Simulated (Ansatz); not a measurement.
A made-up structure of CH₂SSe, singlet:

S1  (-1.139, 0.252, -0.014)
C2  (0.107, -0.305, 0.333)
Se3  (1.715, 0.020, -0.450)
H4  (-0.474, 0.979, -1.036)
H5  (-0.210, -0.945, 1.166)
(Å)

It is relaxed with PBE-D4/def2-SVP and then PBE0-D4/def2-TZVP (Ansatz 0.2.0). Atoms count as bonded within 1.22 times the sum of their covalent radii (H–H: 0.88 Å). The end point is not checked to be a true minimum.

Question: Does its bonding change? (A judgement: the text doesn't fix the answer.)

Answer: By the calculation: No: no bond forms or breaks.

Where it ends: The first stage lowers the energy by 2.69 eV in 7 steps. It ends as CH₂SSe ([SH][CH][Se]):
```
atom    x (Å)    y (Å)    z (Å)
  S1  -1.2685   0.3911  -0.1456
  C2   0.1854  -0.3461   0.3617
 Se3   1.8167  -0.1505  -0.2740
  H4  -0.7319   1.1231  -1.1414
  H5  -0.0017  -1.0176   1.1993
```

Labels in which every atom is bracketed show which atoms are joined, not bond orders.

For scale, one of the runs: PBE0-D4/def2-TZVP relaxation, 128 basis functions, launched by `ansatz run in.yaml --threads 2 --pin off --events-out ev --progress --plain --max-ram 4352MiB`. Hardware: 2 CPU threads of an Arm Neoverse V1, shared host. Wall time about 21 s.
